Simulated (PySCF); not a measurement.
## Working with the constants of PbH

UHF-CCSD(T) constants of PbH, ²Π (doublet), unpaired electrons π ↑ (basis H def2-SVPD, Pb def2-SVPD with ECP60; scalar-relativistic core potentials; PySCF 2.14; masses 1.0078 and 207.9766 u):

* ωe: 1553.8 cm⁻¹
* ωexe: 25.5 cm⁻¹
* Be: 4.8658 cm⁻¹
* αe: 0.133 cm⁻¹
* De to H + Pb: 2.33 eV

(1) What force constant and bond length do these constants imply?

(2) Estimate the centrifugal constant D from the Kratzer relation and find the Dunham coefficient a1.

Correlated steps freeze 4 core orbitals. Correlated levels converge slowly with the basis: in double zeta they bind strong bonds too weakly, by up to about 1 eV, and carry superposition errors of some tenths. These are scalar-relativistic numbers at best; spin–orbit coupling would shift them, the dissociation energy most. The state is the lowest determinant that a PBE0 search found; another state may lie lower at other levels.

## Answers

(1) Reduced mass μred = 1.0030 u; k = 5.8918×10⁻⁷·μred·ωe² (u, cm⁻¹, mdyn/Å) = 1.43 mdyn/Å; Re = √(16.8576/(μred·Be)) (u, cm⁻¹, Å) = 1.859 Å.

(2) D = 4Be³/ωe² = 0.000191 cm⁻¹; a1 = −1 − αeωe/(6Be²) = -2.45.
